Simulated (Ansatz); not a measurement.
Calculated with Ansatz (gas phase, PBE0-D4/def2-TZVP geometries, no zero-point term in ΔE). CCSD(T)/CBS is the MP2 limit (def2-TZVPP, def2-QZVPP) plus CCSD(T) − MP2 in def2-TZVPP, frozen cores. DFT in def2-TZVPP. B3LYP here is the variant with VWN-RPA as its local correlation; programs differ in this. For Ge outer-core shells are correlated without core-valence functions, which leaves a few kJ/mol of doubt a bond. Scalar relativity is left out up to krypton. Each species was taken in one conformer, which may not be the lowest.

Consider the redistribution: `O[SiH2]O[SiH](O)O` + `C[SiH](O)[O][GeH2][OH]` → `[OH][GeH2][O][SiH](O)O` + `C[SiH](O)O[SiH2]O`.

```json
{"level": "PBE-D4", "ΔE (kcal/mol)": "-0.4", "difference from CCSD(T)/CBS": "0.0"}
{"level": "PBE0-D4", "ΔE (kcal/mol)": "-0.4", "difference from CCSD(T)/CBS": "0.0"}
{"level": "PBE0", "ΔE (kcal/mol)": "-0.7", "difference from CCSD(T)/CBS": "-0.3"}
{"level": "B3LYP", "ΔE (kcal/mol)": "-0.9", "difference from CCSD(T)/CBS": "-0.5"}
{"level": "SCS-MP2/def2-TZVPP", "ΔE (kcal/mol)": "-0.6", "difference from CCSD(T)/CBS": "-0.2"}
{"level": "CCSD/def2-TZVPP", "ΔE (kcal/mol)": "-0.7", "difference from CCSD(T)/CBS": "-0.3"}
{"level": "CCSD(T)/def2-TZVPP", "ΔE (kcal/mol)": "-0.5", "difference from CCSD(T)/CBS": "-0.1"}
{"level": "MP2/def2-QZVPP", "ΔE (kcal/mol)": "-0.4", "difference from CCSD(T)/CBS": "0.0"}
{"level": "HF/CBS(def2)", "ΔE (kcal/mol)": "-1.4", "difference from CCSD(T)/CBS": "-1.0"}
{"level": "CCSD/CBS(def2)", "ΔE (kcal/mol)": "-0.6", "difference from CCSD(T)/CBS": "-0.2"}
{"level": "CCSD(T)/CBS", "ΔE (kcal/mol)": "-0.4", "difference from CCSD(T)/CBS": "0"}
```

Largest T1 diagnostic among the species: 0.012.

In def2-TZVPP, CCSD(T) changes the Hartree–Fock value by +0.8 kcal/mol (the triples alone add +0.2 kcal/mol) and MP2 by +0.9 kcal/mol.
